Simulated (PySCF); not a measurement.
# Bond curve of TcB

Set-up: Tc def2-TZVPP with ECP28, B def2-TZVPP; scalar-relativistic core potentials (PySCF 2.14). Energies in eV from Tc (4d5 5s2) + B in their ground configurations at the same level. State: triplet, unpaired electrons δ ↑↑.

Curves on a restricted Hartree–Fock reference rise too fast on stretching and do not dissociate correctly.

```json
{"R (Å)": "1.574", "ROHF-CCSD(T)": "-2.794", "ROHF-CCSD": "-2.290"}
{"R (Å)": "1.644", "ROHF-CCSD(T)": "-3.205", "ROHF-CCSD": "-2.652"}
{"R (Å)": "1.696", "ROHF-CCSD(T)": "-3.355", "ROHF-CCSD": "-2.769"}
{"R (Å)": "1.749", "ROHF-CCSD(T)": "-3.403", "ROHF-CCSD": "-2.786"}
{"R (Å)": "1.802", "ROHF-CCSD(T)": "-3.371", "ROHF-CCSD": "-2.728"}
{"R (Å)": "1.871", "ROHF-CCSD(T)": "-3.236", "ROHF-CCSD": "-2.567"}
{"R (Å)": "1.959", "ROHF-CCSD(T)": "-2.965", "ROHF-CCSD": "-2.282"}
{"R (Å)": "2.064", "ROHF-CCSD(T)": "-2.470", "ROHF-CCSD": "-1.890"}
```

Task: Put a parabola through the three lowest points of the ROHF-CCSD curve and estimate Re, k and ωe (reduced mass 9.907 u; 1 eV/Å² = 0.16022 mdyn/Å; ωe = 1302.8·√(k/μ) cm⁻¹).

Result: Through R = 1.696, 1.749, 1.802 Å the second-order coefficient is 13.3 eV/Å², so Re ≈ 1.735 Å, k ≈ 4.28 mdyn/Å and ωe ≈ 856 cm⁻¹. A polynomial fit of higher order to the unrounded ROHF-CCSD energies gives Re = 1.733 Å, k = 4.77 mdyn/Å, ωe = 904 cm⁻¹; anharmonicity and rounding make the difference.

The higher-order fit for each curve: ROHF-CCSD: Re = 1.733 Å, ωe = 904 cm⁻¹, De = 2.79 eV. ROHF-CCSD(T) gives no reliable minimum on this grid.

Correlated steps freeze 1 core orbital. Spin–orbit coupling is left out, which matters for elements this heavy, above all for dissociation energies. The CCSD T1 diagnostic is raised, a sign that a single reference may not be enough here. With d or f electrons several states lie close, and the lowest PBE0 determinant need not be the measured ground state.
